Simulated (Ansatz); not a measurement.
This geometry of FGeH3 + H2 (7 atoms, charge 0, multiplicity 1) is a first-order saddle point.

Method: RKS LDA/def2-TZVP in Ansatz.

```xyz
7
Properties=species:S:1:pos:R:3
Ge -0.503 -0.199 -0.031
F 0.689 1.470 0.037
H -0.549 -1.453 -0.937
H -0.733 -0.540 1.445
H -1.517 0.818 -0.589
H 1.321 0.448 0.054
H 1.291 -0.545 0.020
```

(1) Which two structures does it join? (They come from a converged band through this point; their orientation in space is the band's.)

(2) How far does it lie above each of them?

Answers

(1) Bonds broken: Ge1–F2, H6–H7. Bonds formed: Ge1–H7, F2–H6. FGeH3 + H2 becomes FH + GeH4.

Image 0:

```xyz
7
Properties=species:S:1:pos:R:3
Ge -0.884 0.088 -0.099
F 0.273 1.379 -0.280
H -0.466 -1.006 -1.094
H -0.791 -0.366 1.366
H -2.244 0.718 -0.443
H 1.942 -0.048 0.190
H 2.170 -0.764 0.359
```

Image 10:

```xyz
7
Properties=species:S:1:pos:R:3
Ge -0.605 -0.547 -0.124
F 1.492 1.813 0.513
H -1.054 -1.879 -0.737
H -0.842 -0.522 1.389
H -1.277 0.641 -0.816
H 1.360 0.948 0.149
H 0.927 -0.454 -0.374
```

(2) 137.6 kJ/mol above the first and 121.8 kJ/mol above the second. This is the barrier of this one path; another mechanism may lie lower. The orbitals stay closed-shell, which can raise the energy where a bond breaks towards radicals; this wasn't checked here.

Run time: 55 s on 2 threads of Arm Neoverse V2, on a shared host, peak memory 0.15 GiB.
